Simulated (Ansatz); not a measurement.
A single point on BGeH7OSi, SMILES `BO[SiH2][GeH3]`.

```yaml
crystal:
  periodic: [false, false, false]
  atoms:
    - {symbol: B, position_ang: [-0.808619, 1.738961, 0.910894]}
    - {symbol: O, position_ang: [0.283506, 1.041810, 1.271725]}
    - {symbol: Si, position_ang: [1.006136, -0.320324, 0.645176]}
    - {symbol: Ge, position_ang: [-0.142443, -1.172165, -1.262696]}
    - {symbol: H, position_ang: [-1.105036, 2.702927, 1.557923]}
    - {symbol: H, position_ang: [-1.461442, 1.390584, -0.040522]}
    - {symbol: H, position_ang: [2.400611, 0.047878, 0.291515]}
    - {symbol: H, position_ang: [1.039854, -1.335287, 1.728634]}
    - {symbol: H, position_ang: [-0.178227, -0.147495, -2.407128]}
    - {symbol: H, position_ang: [-1.582720, -1.583939, -0.920623]}
    - {symbol: H, position_ang: [0.613581, -2.420050, -1.754295]}
basis:
  gaussian: {orbitals: def2-QZVPP}
correlation: {method: mp2}
```

```sh
$ ansatz run in.yaml --threads 4 --pin off --events-out ev --progress --plain --max-ram 10444MiB
```

Shortened log:

```
Functional definition: HF
2928 factors; integrals over basis functions are off by at most 7.5e-4 eV
mean field evaluation 1: about -67157.1156 eV, gradient 3.7e1 eV
mean field evaluation 2: about -67157.2082 eV, gradient 3.8e1 eV
mean field evaluation 4: about -67160.5419 eV, gradient 4.0e0 eV
mean field evaluation 8: about -67160.6071 eV, gradient 2.2e-1 eV
mean field -67160.60724022 eV, -2468.1067929835 hartree, gradient 7.8e-7 eV, S^2 0.000000; 0 other end points of the search recorded, 0 dependent functions left out
16 core orbitals not correlated: weight in the atoms' cores, before any rotation towards them, 1.000 or more for the frozen orbitals, at most 0.000 for the correlated occupied ones
reference -67160.60724022 eV, -2468.1067929835 hartree; 17, 17 occupied and 450, 450 virtual orbitals, 2928 factors
second order -27.85877106 eV of doubles, -0.00000000 eV of singles
Total energy: -67188.46601128 eV, -2469.1305839366 hartree
```

Run time 26 s (4 threads of an Arm Neoverse V1 on a shared host); peak host memory 3 GiB.
